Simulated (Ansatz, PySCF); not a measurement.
InI, SMILES [In][I] (connectivity only; charge and spin as stated), neutral, multiplicity 1.

Geometry optimised at PBE0-D3(BJ)/def2-TZVP. The def2 effective core potentials stand for the cores of I, In; spin–orbit coupling is left out.

Vertical ionisation energy (IE) and electron affinity (EA) in eV. Rows of orbital energies are one-electron estimates. Where ΔSCF, EOM or ADC give a negative EA the extra electron is unbound and the value depends on the basis.

| level | IE | EA |
|---|---|---|
| −ε(HOMO), −ε(LUMO), r2SCAN/def2-TZVPD (PySCF) | 6.21 | 2.45 |
| −ε(HOMO), −ε(LUMO), PBE/def2-TZVPD (PySCF) | 5.96 | 2.61 |
| ΔSCF, PBE0/def2-TZVPD (Ansatz), final states of multiplicity 2 and 2 | 8.80 | 0.49 |
| ΔSCF, PBE/def2-TZVPD (Ansatz), final states of multiplicity 2 and 2 | … | … |

Question: Complete the blanks. (An estimate is asked for; the answer gives what the named calculation found.)

Answer: 
- ΔSCF, PBE/def2-TZVPD (Ansatz, a program for electronic structure), final states of multiplicity 2 and 2, IE: 8.78
- ΔSCF, PBE/def2-TZVPD (Ansatz), final states of multiplicity 2 and 2, EA: 0.43

Question: What vertical singlet–triplet gap does ΔSCF give with PBE0/def2-TZVPD (Ansatz) and with PBE/def2-TZVPD (Ansatz)? (The exact figures need the calculation; the answer reports its results.)

Answer: 3.04 and 3.13 eV (triplet above singlet where positive).
